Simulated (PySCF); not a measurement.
## [Tm(H2O)4]3+: from a saddle point downhill

PySCF 2.14.0, RKS PBE0, Tm lcecp-1-SVP with ECP58, O def2-SVP, H def2-SVP; non-relativistic Hamiltonian with scalar-relativistic core potentials where named; density fitting; no spin-orbit coupling. Relaxed within the symmetry of its start, the geometry (D2d) is

```xyz
13

Tm    0.0000    0.0000    0.0000
O     1.2817    1.2967    1.2967
H     1.6508    1.0959    2.1873
H     1.6508    2.1873    1.0959
O    -1.2817   -1.2967    1.2967
H    -1.6508   -1.0959    2.1873
H    -1.6508   -2.1873    1.0959
O     1.2817   -1.2967   -1.2967
H     1.6508   -2.1873   -1.0959
H     1.6508   -1.0959   -2.1873
O    -1.2817    1.2967   -1.2967
H    -1.6508    2.1873   -1.0959
H    -1.6508    1.0959   -2.1873
```

and its lowest harmonic modes are -147, -42, -42, -8, 54, 62 cm⁻¹ (negative: unstable). It was moved along the lowest mode and relaxed again, within the group S4 that the move left.

Task: Where does it end, and how much lower?

Result: In S4, 0.048 eV lower, after 15 steps:
```xyz
13

Tm   -0.0001    0.0000    0.0000
O     1.3213    1.3077    1.2421
H     2.1224    1.0551    1.7564
H     1.2460    2.2769    1.4001
O    -1.3215   -1.2420    1.3076
H    -1.2459   -1.4002    2.2769
H    -2.1223   -1.7565    1.0551
O     1.3213   -1.3077   -1.2421
H     1.2460   -2.2769   -1.4001
H     2.1224   -1.0551   -1.7564
O    -1.3215    1.2420   -1.3076
H    -2.1223    1.7565   -1.0551
H    -1.2459    1.4002   -2.2769
```

Task: How do the contacts change?

Result: 
```
      contact  saddle (Å)  end (Å)
 Tm1–O2 (H2O)       2.237    2.236
 Tm1–O5 (H2O)       2.237    2.236
 Tm1–O8 (H2O)       2.237    2.236
Tm1–O11 (H2O)       2.237    2.236
```


Task: Is the end a minimum?

Result: Yes; lowest modes 38, 39, 50, 63, 67, 97 cm⁻¹.

An lcecp potential fixes the number of 4f electrons, so in runs with it no electron can move into or out of that shell.

State: singlet in the valence, with the 4f electrons in the core potential.
